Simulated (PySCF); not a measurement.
Sr: excitation energy

Sr [Kr] 5s2 (1S) → Sr [Kr] 5p2 (3P), as a difference of total energies. Computed with PySCF 2.14 in x2c-TZVPPall (8s6p6d2f1g, 79 functions), with the spin-free X2C one-electron Hamiltonian (Gaussian nucleus). Correlated levels: valence and next inner shell: [Ar] 3d10 frozen. The calculations carry no spin-orbit coupling.

```
                                method  excitation energy (cm⁻¹)
                                   UHF                     31387
    MP2 (valence and next inner shell)                     37904
SCS-MP2 (valence and next inner shell)                     38647
   CCSD (valence and next inner shell)                     36418
CCSD(T) (valence and next inner shell)                     36240
```

Errors of the correlated levels include the incompleteness of this basis and the frozen core.

The basis was made for the ground configuration and has no added diffuse functions, so the excitation energy can come out too high.

The coupled-cluster amplitudes are large for the upper state (T1 above 0.03 or a double amplitude above 0.15), so a single reference is strained.

For comparison: 35530 cm⁻¹ (measured; NIST levels, between the centres of gravity of the two terms).
